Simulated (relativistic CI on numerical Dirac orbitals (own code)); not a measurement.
Energy levels of Yb LXII

Calculated at this level of theory: Dirac-Coulomb-Breit CI, separate exchange-only KLI orbitals for each configuration, QED by a radiative potential, unscaled Slater integrals (own radial code, finite nucleus).

Configuration list (outside the closed core 1s2): 2s2 2p5, 2s 2p6, 2p6 3s, 2p6 3p, 2s2 2p4 3s, 2p6 3d, 2s2 2p4 3p, 2s2 2p4 3d, 2s 2p5 3s, 2s 2p5 3p, 2s 2p5 3d, 2s2 2p4 4s, 2s2 2p4 4p, 2s2 2p4 4d, 2s2 2p4 4f, 2s2 2p3 3s2. Levels of other configurations are missing.

The lowest level is 2s2 2p5 2P°_3/2, with 100 % of that term; Hund's rules for 2s2 2p5 give 2P° with J = 3/2, in agreement.

```tsv
No.	Configuration	Term	J	E (eV)	%	Landé g	Lifetime (s)	jj configuration (%)
1	2s2 2p5	2P°	3/2	0.00	100	1.302		2p3/2^3 (100)
2	2s2 2p5	2P°	1/2	1077.07	100	0.623	8.81e-11	2p1/2 2p3/2^4 (100)
3	2s 2p6	2S	1/2	1517.75	100	1.959	7.32e-14	2s (100)
4	2s2 2p4 3s	4P	5/2	7531.02	68	1.446	3.40e-14	2p3/2^2 3s (100)
5	2s2 2p4 3s	2P	3/2	7541.33	56	1.174	5.62e-15	2p3/2^2 3s (100)
6	2s2 2p4 3s	2S	1/2	7590.96	65	1.990	1.13e-14	2p3/2^2 3s (100)
7	2s2 2p4 3p	4P°	3/2	7656.18	31	1.447	2.39e-12	2p3/2^2 3p1/2 (100)
8	2s2 2p4 3p	2D°	5/2	7658.36	37	1.181	8.26e-13	2p3/2^2 3p1/2 (100)
9	2s2 2p4 3p	2P°	1/2	7712.97	73	0.650	9.64e-13	2p3/2^2 3p1/2 (100)
10	2s2 2p4 3p	2D°	5/2	7957.07	51	1.313	7.68e-13	2p3/2^2 3p3/2 (100)
11	2s2 2p4 3p	4D°	7/2	7957.18	68	1.315	7.68e-13	2p3/2^2 3p3/2 (100)
12	2s2 2p4 3p	2P°	1/2	7958.05	50	1.286	7.81e-13	2p3/2^2 3p3/2 (100)
13	2s2 2p4 3p	2P°	3/2	8002.72	47	1.314	3.87e-13	2p3/2^2 3p3/2 (100)
14	2s2 2p4 3p	2P°	3/2	8026.33	69	1.315	8.44e-13	2p3/2^2 3p3/2 (100)
15	2s2 2p4 3d	4D	3/2	8094.04	32	1.179	5.82e-14	2p3/2^2 3d3/2 (100)
16	2s2 2p4 3d	4D	5/2	8096.36	36	1.155	2.08e-14	2p3/2^2 3d3/2 (98)
17	2s2 2p4 3d	2F	7/2	8097.65	38	1.092	1.36e-12	2p3/2^2 3d3/2 (100)
18	2s2 2p4 3d	4P	1/2	8099.76	50	1.664	3.88e-15	2p3/2^2 3d3/2 (99)
19	2s2 2p4 3d	2D	3/2	8152.60	69	0.835	1.24e-12	2p3/2^2 3d3/2 (95)
20	2s2 2p4 3d	2F	7/2	8164.75	50	1.234	6.04e-12	2p3/2^2 3d5/2 (100)
21	2s2 2p4 3d	4F	9/2	8165.54	68	1.242	1.04e-11	2p3/2^2 3d5/2 (100)
22	2s2 2p4 3d	2P	1/2	8178.71	60	1.197	1.58e-15	2p3/2^2 3d5/2 (99)
23	2s2 2p4 3d	2D	5/2	8201.69	51	1.195	7.94e-16	2p3/2^2 3d5/2 (98)
24	2s2 2p4 3d	2P	3/2	8203.30	47	1.178	6.34e-16	2p3/2^2 3d5/2 (95)
25	2s2 2p4 3d	2D	5/2	8235.06	70	1.185	1.13e-15	2p3/2^2 3d5/2 (99)
26	2s2 2p4 3s	4P	3/2	8612.30	87	1.652	5.96e-14	2p1/2 2p3/2^3 3s (100)
27	2s2 2p4 3s	2P	1/2	8621.42	66	1.305	6.18e-15	2p1/2 2p3/2^3 3s (100)
28	2s2 2p4 3s	2D	5/2	8632.48	68	1.295	3.24e-14	2p1/2 2p3/2^3 3s (100)
29	2s2 2p4 3s	2D	3/2	8638.17	66	0.944	7.36e-15	2p1/2 2p3/2^3 3s (100)
30	2s2 2p4 3p	4P°	1/2	8733.14	52	1.775	1.64e-11	2p1/2 2p3/2^3 3p1/2 (100)
31	2s2 2p4 3p	4D°	3/2	8739.59	54	1.138	2.07e-12	2p1/2 2p3/2^3 3p1/2 (100)
32	2s2 2p4 3p	2F°	5/2	8753.76	53	1.029	1.37e-12	2p1/2 2p3/2^3 3p1/2 (100)
33	2s2 2p4 3p	2P°	3/2	8792.19	49	1.294	8.59e-13	2p1/2 2p3/2^3 3p1/2 (99)
34	2s 2p5 3s	4P°	5/2	8984.26	89	1.547	1.71e-13	2s 2p3/2^3 3s (89)
35	2s 2p5 3s	2P°	3/2	9011.06	63	1.405	9.10e-15	2s 2p3/2^3 3s (89)
36	2s2 2p4 3p	2P°	1/2	9036.79	33	1.445	6.06e-14	2p1/2 2p3/2^3 3p3/2 (88)
37	2s2 2p4 3p	4D°	5/2	9042.21	52	1.400	4.78e-13	2p1/2 2p3/2^3 3p3/2 (91)
38	2s2 2p4 3p	2D°	3/2	9044.13	52	1.231	3.23e-13	2p1/2 2p3/2^3 3p3/2 (98)
39	2s2 2p4 3p	2F°	7/2	9055.36	68	1.209	5.57e-13	2p1/2 2p3/2^3 3p3/2 (100)
40	2s2 2p4 3p	2P°	3/2	9058.85	34	1.276	7.78e-14	2p1/2 2p3/2^3 3p3/2 (74)
41	2s2 2p4 3p	2D°	5/2	9068.19	66	1.199	4.30e-13	2p1/2 2p3/2^3 3p3/2 (97)
42	2s 2p5 3s	2P°	1/2	9078.01	65	0.899	8.30e-15	2s 2p3/2^3 3s (75)
43	2s 2p5 3s	2P°	3/2	9090.51	61	1.401	6.51e-14	2s 2p3/2^3 3s (83)
44	2s 2p5 3p	4P	3/2	9119.73	44	1.643	5.14e-15	2s 2p3/2^3 3p1/2 (99)
45	2s 2p5 3p	2D	5/2	9120.42	43	1.298	1.86e-15	2s 2p3/2^3 3p1/2 (97)
46	2s2 2p4 3p	2P°	1/2	9121.77	76	0.680	7.20e-14	2p1/2 2p3/2^3 3p3/2 (87)
47	2s2 2p4 3d	4D	1/2	9168.24	81	0.175	3.40e-14	2p1/2 2p3/2^3 3d3/2 (99)
48	2s2 2p4 3d	4F	3/2	9179.18	36	0.928	1.33e-14	2p1/2 2p3/2^3 3d3/2 (97)
49	2s2 2p4 3d	4F	5/2	9185.76	56	1.007	4.37e-15	2p1/2 2p3/2^3 3d3/2 (99)
50	2s 2p5 3p	2P	1/2	9190.57	27	1.492	7.80e-16	2s 2p3/2^3 3p1/2 (68)
51	2s2 2p4 3d	2G	7/2	9193.03	61	0.981	1.35e-12	2p1/2 2p3/2^3 3d3/2 (100)
52	2s 2p5 3p	2D	3/2	9196.17	46	1.018	1.34e-15	2s 2p3/2^3 3p1/2 (81)
53	2s2 2p4 3d	2F	5/2	9214.95	44	1.072	1.01e-15	2p1/2 2p3/2^3 3d3/2 (98)
54	2s2 2p4 3d	2S	1/2	9218.84	26	1.662	2.11e-15	2p1/2 2p3/2^3 3d3/2 (66)
55	2s2 2p4 3d	2P	3/2	9222.48	30	1.166	1.28e-15	2p1/2 2p3/2^3 3d3/2 (79)
56	2s2 2p4 3d	4D	7/2	9244.03	43	1.289	6.46e-12	2p1/2 2p3/2^3 3d5/2 (100)
57	2s2 2p4 3d	2F	5/2	9256.97	45	1.177	3.56e-12	2p1/2 2p3/2^3 3d5/2 (100)
58	2s2 2p4 3d	2P	3/2	9257.97	47	1.276	1.13e-14	2p1/2 2p3/2^3 3d5/2 (99)
59	2s2 2p4 3d	2G	9/2	9264.32	68	1.160	9.79e-12	2p1/2 2p3/2^3 3d5/2 (100)
60	2s2 2p4 3d	2D	5/2	9272.41	64	1.198	3.76e-12	2p1/2 2p3/2^3 3d5/2 (99)
61	2s2 2p4 3d	2F	7/2	9278.78	74	1.139	7.63e-12	2p1/2 2p3/2^3 3d5/2 (100)
62	2s2 2p4 3d	2D	3/2	9300.55	67	0.890	4.43e-16	2p1/2 2p3/2^3 3d5/2 (96)
63	2s2 2p4 3d	2P	1/2	9306.51	68	1.095	4.07e-16	2p1/2 2p3/2^3 3d5/2 (96)
64	2s 2p5 3p	4D	7/2	9417.93	99	1.404	1.39e-13	2s 2p3/2^3 3p3/2 (99)
65	2s 2p5 3p	2P	3/2	9425.21	57	1.450	3.59e-15	2s 2p3/2^3 3p3/2 (99)
66	2s 2p5 3p	4P	5/2	9431.18	57	1.407	5.59e-15	2s 2p3/2^3 3p3/2 (100)
67	2s 2p5 3p	2P	1/2	9451.20	46	1.259	2.61e-15	2s 2p3/2^3 3p3/2 (100)
68	2s 2p5 3p	2D	5/2	9501.17	68	1.261	4.46e-15	2s 2p3/2^3 3p3/2 (99)
69	2s 2p5 3p	2P	3/2	9507.47	51	1.252	7.27e-15	2s 2p3/2^3 3p3/2 (99)
70	2s 2p5 3p	2S	1/2	9535.86	53	1.762	2.90e-14	2s 2p3/2^3 3p3/2 (99)
```

Energies count from the lowest computed level; ° marks odd parity; lifetimes are radiative, by E1, M1, E2, M2 decay to levels of this space only. Filled j subshells are mostly left out of the jj labels.

The mean weight of the leading LS term, summed over parents, in these 70 levels is 58 %, and that of the leading jj configuration (from the same eigenvectors) 96 %, so jj coupling describes them better and the LS labels are nominal.

At this charge energies of transitions that change n are usually good to better than 1 %, and those within a shell (Δn = 0) to a few per cent.

LS names give the leading component of a level, which can be under half, so a name can repeat, a term be missing and a line seem to break the LS rules.
